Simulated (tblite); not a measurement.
C3H8N4SSi2.
Atom-mapped SMILES: `[CH3:1][S:2][Si@@:3]([NH2:4])([C:5]#[N:6])[NH:7][SiH2:8][C:9]#[N:10]` (hydrogens: H11, H12, H13 on C1; H14, H15 on N4; H16 on N7; H17, H18 on Si8)

Computed geometry: GFN2-xTB, gas phase.

**Question.** List the bond lengths, angles and torsions at this level.

**Answer.** 
```csv
bond,length (bohr),order
C1–S2,3.436,single
S2–Si3,4.050,single
Si3–N4,3.225,single
Si3–C5,3.548,single
C5≡N6,2.164,triple
Si3–N7,3.266,single
N7–Si8,3.264,single
Si8–C9,3.531,single
C9≡N10,2.165,triple
"C1–H11, C1–H12, C1–H13",2.051,single
"N4–H14, N4–H15",1.900,single
N7–H16,1.902,single
Si8–H17,2.765,single
Si8–H18,2.758,single
```

Bonds in one row agree within 0.02 bohr and their mean is given. Orders are formal, as drawn. A selection of angles:
```csv
angle,degrees
C1–S2–Si3,99.4
S2–Si3–N4,110.3
S2–Si3–C5,107.2
S2–Si3–N7,106.8
N4–Si3–C5,111.5
N4–Si3–N7,113.4
C5–Si3–N7,107.1
Si3–C5–N6,177.7
Si3–N7–Si8,128.2
N7–Si8–C9,103.0
Si8–C9–N10,177.6
H14–N4–Si3,123.7
H15–N4–Si3,122.2
H16–N7–Si3,115.4
H16–N7–Si8,116.3
```

Dihedral angles: C1–S2–Si3–N4 -69° (synclinal); S2–Si3–N7–Si8 -172° (antiperiplanar); Si3–N7–Si8–C9 -32° (synclinal).

The N–Si distances run from 1.706 Å (Si3–N4, drawn single) to 1.729 Å (Si3–N7, drawn single), a spread of 0.023 Å. Si8 (SiH2 silicon) is distorted tetrahedral (angles from 103.0° to 115.4°). Si3 (four-coordinate silicon) is distorted tetrahedral (angles from 106.8° to 113.4°). N7 (nitrogen bridging silicon atoms) is planar (angles 128.2°, 116.3° and 115.4°, sum 359.8°, 0.04 Å off the plane of its three neighbours). N4 (silicon-bound nitrogen) is almost planar (angles 123.7°, 122.2° and 112.5°, sum 358.4°, 0.09 Å off the plane of its three neighbours). Of the pairs four or more bonds apart, N10···H15 is among the closest relative to their van der Waals radii: 2.50 Å, 91 % of the sum of Bondi's values.

Point group: C1 (no symmetry element, even within 0.4 Å). GFN2-xTB frequencies show an imaginary mode (140i cm⁻¹), so the point is no minimum at that level. Torsions: C1–S2–Si3–N4 -69°, S2–Si3–N4–H 20° and -175°, S2–Si3–N7–Si8 -172°, Si3–N7–Si8–C9 -32°. 3 starts were optimised and ended at 0.00, 0.85 and 2.52 kcal/mol (GFN2-xTB); the lowest of these is shown.

The run took 2.8 s on one thread, Arm Neoverse V2 (aarch64), on a shared host. This is the geometry optimisation.
